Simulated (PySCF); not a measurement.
# C₆ coefficients of unlike pairs at PBE0

Calculated with PySCF 2.14 from the dipole response of each species, C₆(A,B) = (3/π) ∫ α_A(iu) α_B(iu) du, in atomic units, from isotropic polarisabilities. For ions this is the dispersion term alone; charge-induced terms of lower order in 1/R come first.

| species | configuration | basis | relativity | α (bohr³) | C₆ (like pair) |
| --- | --- | --- | --- | --- | --- |
| Al | [Ne] 3s2 3p1 (2P) | aug-cc-pV(T+d)Z (6s5p4d2f) | none | 62.79 | 561.0 |
| S²⁺ | [Ne] 3s2 3p2 (3P) | aug-cc-pVQZ-DK (7s6p4d3f2g) | spin-free X2C | 7.255 | 26.25 |
| In⁺ | [Kr] 4d10 5s2 (1S) | aug-cc-pVTZ-DK3 (8s7p5d2f) | spin-free X2C | 24.93 | 164.3 |
| S | [Ne] 3s2 3p4 (3P) | dyall-av3z (19s12p3d2f) | none | 19.70 | 135.7 |

(1) Estimate C₆ for S²⁺ with Al.

No spin-orbit coupling is included.

The other pairs:

```tsv
pair	C₆
S, S²⁺	58.93
S, Al	253.7
In⁺, S²⁺	63.55
In⁺, Al	290.1
S, In⁺	148.3
```

Results:

(1) The integral gives 103.6. The combination rule 2 C_A C_B / (C_A α_B/α_A + C_B α_A/α_B) gives 100.9 and the geometric mean 121.4.
